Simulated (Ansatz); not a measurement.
Compare A (`O[SiH]([SiH3])[GaH2]`) with its isomer B (`O[SiH2][GaH][SiH3]`).

Calculated with Ansatz (gas phase, PBE0-D4/def2-TZVP geometries, no zero-point term in ΔE). CCSD(T)/CBS adds triple-zeta CCSD(T) − MP2 to the extrapolated MP2 energy (def2 sets, frozen cores). Functionals use def2-TZVPP. B3LYP here is the variant with VWN-RPA as its local correlation; programs differ in this. For Ga outer-core shells are correlated without core-valence functions, which leaves a few kJ/mol of doubt a bond. Scalar relativity is left out up to krypton. One conformer a species, not always the lowest.

**Question.** Which isomer does CCSD(T)/CBS put lower? Give the gap. (An estimate is asked.)

**Answer.** Ansatz gave: B, by 19.6 kJ/mol.

**Question.** Give E(B) − E(A) in kJ/mol with r2SCAN-D4, CCSD/def2-TZVPP, PBE0-D4, ωB97M-V, CCSD(T)/def2-TZVPP, B2PLYP, B3LYP. (Estimate.)

**Answer.** The calculation gave: r2SCAN-D4 -16.6, CCSD/def2-TZVPP -20.1, PBE0-D4 -15.9, ωB97M-V -19.1, CCSD(T)/def2-TZVPP -19.6, B2PLYP -19.9, B3LYP -20.2. None reverses the order clearly.

Largest T1 diagnostic: 0.014.
